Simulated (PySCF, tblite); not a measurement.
A set of runs on `[SiH2]1N[Si@H](OC)C[C@@H]1C#N`; the geometry of each is named by its level. Settings lines and outputs come from a driver script.

C₄H₁₀N₂OSi₂.
Atom-mapped SMILES: `[CH3:1][O:2][Si@@H:3]1[CH2:4][C@H:5]([C:6]#[N:7])[SiH2:8][NH:9]1` (hydrogens: H10, H11, H12 on C1; H13 on Si3; H14, H15 on C4; H16 on C5; H17, H18 on Si8; H19 on N9)

Step 1: GFN2-xTB geometry optimisation, gas phase (tblite 0.8.0) (from a force-field or distance-geometry start)
```json
{"job": {"kind": "relax", "xc": "GFN2-xTB", "basis": "xTB"}, "charge": 0, "multiplicity": 1}
```
```
step      E/eV     max force
  0    -736.08542    2.338
  1    -736.31093    2.374
  2    -736.22870    6.516
...
104    -737.00794    0.017
105    -737.00797    0.057
106    -737.00801    0.020
107    -737.00804    0.020
108    -737.00807    0.010
```

Energy lowered by 21.3 kcal/mol over 108 steps; largest atomic force 0.010 eV/Å at the end. «max force» is the largest atomic force in eV/Å.

Step 2: GFN2-xTB harmonic vibrations, gas phase (tblite 0.8.0) (on the GFN2-xTB geometry)
```json
{"job": {"kind": "ir", "xc": "GFN2-xTB", "basis": "xTB"}, "charge": 0, "multiplicity": 1}
```
```
(table of modes left out)
```

51 modes from 49 to 3523 cm⁻¹ (unscaled, harmonic); zero-point energy 85.2 kcal/mol; all wavenumbers are real at this level.

Step 3: PBE0-D3(BJ)/def2-SVP geometry optimisation, gas phase (PySCF 2.14.0) (from the GFN2-xTB geometry)
```json
{"job": {"xc": "PBE0", "basis": "def2-SVP", "d3": "d3bj", "grid": 1, "shake": 0.01, "kind": "geom"}, "charge": 0, "multiplicity": 1}
```
```
step   0  E = -921.16635346  max force = 0.048817
step   1  E = -921.17592955  max force = 0.008205
step   2  E = -921.17655901  max force = 0.003556
step   3  E = -921.17673854  max force = 0.001586
...
step  13  E = -921.17717571  max force = 0.001112
step  14  E = -921.17720148  max force = 0.000711
step  15  E = -921.17721887  max force = 0.000262
step  16  E = -921.17722112  max force = 0.000196
optimisation converged
```

Final energy -921.17722 Eh after 16 steps; dipole 5.14 D. Energies in Eh; «max force» is the largest Cartesian gradient component in Eh/bohr.

Step 4: TDDFT CAM-B3LYP/def2-SVPD, vertical, gas phase, core orbitals frozen in the response (PySCF 2.14.0, density-fitted response routines) (on the PBE0-D3(BJ)/def2-SVP geometry)
```json
{"job": {"kind": "uv", "xc": "CAM-B3LYP", "basis": "def2-SVPD", "ip": true}, "charge": 0, "multiplicity": 1}
```
```
...
Static polarisability (au): isotropic 108.674, principal 89.490 104.338 132.193
Singlet excitations
state   eV       nm        f      main configurations
  1   6.7301    184.2   0.00862   H->L 0.66, H->L+1 0.15, H-1->L 0.09
  2   7.1460    173.5   0.00079   H->L+1 0.40, H-2->L+3 0.11, H->L 0.10
  3   7.2416    171.2   0.00537   H->L+1 0.25, H-2->L+3 0.15, H-2->L 0.09
  4   7.4402    166.6   0.00247   H->L+2 0.51, H-1->L+2 0.14
  5   7.6649    161.8   0.01559   H->L+3 0.30, H-2->L+1 0.09
  6   7.7136    160.7   0.01470   H->L+4 0.17, H->L+3 0.17, H-2->L+1 0.09
  7   7.8641    157.7   0.00998   H-2->L+1 0.30, H-1->L 0.13
  8   7.8757    157.4   0.01470   H-4->L+8 0.13, H-4->L+4 0.12, H-2->L+1 0.09
  9   7.8853    157.2   0.00138   H-1->L 0.32, H-2->L+1 0.10
 10   8.0061    154.9   0.01829   H->L+4 0.25, H->L+3 0.17, H-1->L+2 0.10
Triplet excitations (Tamm-Dancoff, eV): 6.1905 6.3892 6.6351 6.7266
Vertical ionisation energy (delta-SCF) = 9.8505 eV
```

HOMO -9.24 eV, LUMO 0.76 eV; lowest singlet 6.73 eV; lowest triplet 6.19 eV (Tamm–Dancoff); mean polarisability 108.7 au.

Q: Which step took the most CPU time, and about what did each take on Arm Neoverse N1, one thread (shared host)?

A: Step 4, about 65 % of the total. CPU time by step: 1: 1.9 s, 2: 1.7 s, 3: 9.0 min, 4: 16 min.

Geometry of the electronic-property runs (PBE0-D3(BJ)/def2-SVP):
```
atom  x, y, z in Å
C1     2.460    0.964   -0.640
O2     1.356    0.330   -0.060
Si3    0.009   -0.244   -0.841
C4    -1.471    0.923   -0.713
C5    -2.757    0.084   -0.528
C6    -3.885    0.833   -0.009
N7    -4.779    1.420    0.438
Si8   -2.293   -1.433    0.551
N9    -0.652   -1.607   -0.002
H10    2.649    0.617   -1.673
H11    3.358    0.748   -0.039
H12    2.327    2.060   -0.668
H13    0.435   -0.541   -2.246
H14   -1.297    1.545    0.182
H15   -1.563    1.615   -1.565
H16   -3.062   -0.342   -1.500
H17   -3.146   -2.616    0.233
H18   -2.433   -1.118    2.005
H19   -0.088   -2.419    0.224
```

 (This holds for the electronic-property runs.)

One conformer stands for the species.
